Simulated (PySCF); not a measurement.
**Exercise with solution: oscillator strength and radiative lifetime**

Sn(H)(Cl)2(OMe) (CH₄Cl₂OSn), SMILES [O]([SnH]([Cl])[Cl])C.

The structure is a stationary point at B3LYP-D3(BJ)/def2-SVP. The structure was generated by enumeration; whether it is a known compound was not checked. The def2 effective core potentials stand for the cores of Sn; spin–orbit coupling is left out. Other conformers were not sampled.

PySCF with TDDFT-PBE0/def2-SVPD puts the first singlet state with f over 0.02 at 5.53 eV (vertical), with the transition dipole (-0.081, -0.765, 0.000) in atomic units.

Question: Find the oscillator strength, the wavelength and the radiative lifetime that this transition would have in vacuum if emission retraced absorption.

Answer: 
|μ|² = 0.5918 au, so |μ| = 1.96 D. ΔE = 5.53/27.211 = 0.2032 hartree. f = (2/3) ΔE |μ|² = 0.080 (the program prints 0.080).
λ = 1239.84/5.53 = 224 nm; ν = 44602 cm⁻¹.
Einstein's coefficient A = 0.6670 ν² f s⁻¹ (ν in cm⁻¹) = 1.1e8 s⁻¹, so τ = 1/A = 9.4 ns. This state is S2; the lower singlet has f = 0.008. The figure is the radiative limit of this one transition; relaxation, internal conversion, crossing to triplets and a medium change what is measured.
